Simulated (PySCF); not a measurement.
C₆ coefficients of unlike pairs at BP86

Calculated with PySCF 2.14 from the dipole response of each species, C₆(A,B) = (3/π) ∫ α_A(iu) α_B(iu) du, in atomic units, from isotropic polarisabilities. For ions this is the dispersion term alone; charge-induced terms of lower order in 1/R come first.

| species | configuration | basis | relativity | α (bohr³) | C₆ (like pair) |
| --- | --- | --- | --- | --- | --- |
| W³⁺ | [Xe] 4f14 5d3 (4F) | aug-cc-pVTZ-PP with one added diffuse shell each of s, p, d, f, g type with ECP60MDF (7s7p6d4f3g) | core potential | 7.658 | 37.67 |
| Te⁺ | [Kr] 4d10 5s2 5p3 (4S) | aug-cc-pVTZ-DK3 (8s7p5d2f) | spin-free X2C | 22.50 | 185.5 |
| Cl²⁺ | [Ne] 3s2 3p3 (4S) | dyall-av2z (13s9p2d) | none | 5.883 | 21.34 |
| Ti³⁺ | [Ar] 3d1 (2D) | aug-cc-pVTZ with one added diffuse shell each of s, p, d, f, g type (9s8p6d4f3g) | none | 2.299 | 5.861 |

Task: Estimate C₆ for Te⁺ with W³⁺.

Result: The integral gives 79.82. The combination rule 2 C_A C_B / (C_A α_B/α_A + C_B α_A/α_B) gives 80.40 and the geometric mean 83.59.

No spin-orbit coupling is included.

The other pairs:

```tsv
pair	C₆
Ti³⁺, Te⁺	28.88
Cl²⁺, W³⁺	28.16
Ti³⁺, Cl²⁺	10.65
Ti³⁺, W³⁺	14.55
Cl²⁺, Te⁺	61.24
```
